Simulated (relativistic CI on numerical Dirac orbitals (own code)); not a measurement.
# Zn3+: 2p photoemission

Computed with this model: Dirac-Coulomb-Breit CI, orbitals from a KLI potential per configuration, model QED (radiative potential, 1s self-energy scaled to tabulated hydrogen-like ionisation energies), valence Slater integrals scaled by 0.8, multiplet model of photoemission in the sudden approximation; configurations [Ar] 3d9 → [He] 2s2 2p5 3s2 3p6 3d9; 300 K; Lorentzian 0.35 eV and Gaussian 0.6 eV FWHM. Energies are those of the free ion, without screening or charge transfer. The energies are binding energies and can lie tens of eV above those of solids. S is read from ⟨S²⟩ = S(S + 1).

Field parameters in Wybourne normalisation: Oh B⁴₀ = 21Dq, B⁴₄ = √(5/14) B⁴₀. The field is a parameter set, without covalency.

free ion: ground-state S = 0.50, centroid 1083.47 eV. Peaks (eV, height): 1074.2 (100), 1075.2 (39), 1076.0 (22), 1077.8 (49), 1099.7 (71).

Oh, 10Dq = 4100 cm⁻¹: ground-state S = 0.50, centroid 1083.49 eV. Peaks (eV, height): 1074.3 (100), 1076.3 (18), 1077.8 (43), 1098.3 (23), 1099.7 (58).

Oh, 10Dq = 11400 cm⁻¹: ground-state S = 0.50, centroid 1083.50 eV. Peaks (eV, height): 1074.6 (100), 1077.7 (35), 1098.5 (39), 1100.0 (41).

Oh, 10Dq = 18650 cm⁻¹: ground-state S = 0.50, centroid 1083.51 eV. Peaks (eV, height): 1074.8 (100), 1077.7 (29), 1098.6 (41), 1100.0 (29).

Oh, 10Dq = 25900 cm⁻¹: ground-state S = 0.50, centroid 1083.51 eV. Peaks (eV, height): 1074.9 (100), 1077.6 (26), 1098.6 (40), 1100.0 (27).

Oh, 10Dq = 33150 cm⁻¹: ground-state S = 0.50, centroid 1083.51 eV. Peaks (eV, height): 1074.9 (100), 1077.7 (25), 1098.7 (39), 1100.0 (26).

Strongest unbroadened transitions for Oh, 10Dq = 11400 cm⁻¹:

| Energy (eV) | Relative strength |
| --- | --- |
| 1074.45 | 30.0 |
| 1074.52 | 87.4 |
| 1074.58 | 83.8 |
| 1074.59 | 55.7 |
| 1074.76 | 81.4 |
| 1075.12 | 33.6 |
| 1075.98 | 17.0 |
| 1076.84 | 13.1 |
| 1077.21 | 5.8 |
| 1077.52 | 30.2 |
| 1077.76 | 82.6 |
| 1078.65 | 19.4 |
| 1098.43 | 54.7 |
| 1098.52 | 74.4 |
| 1099.97 | 100.0 |
| 1100.08 | 14.4 |
| 1100.19 | 22.0 |
| 1100.90 | 7.0 |
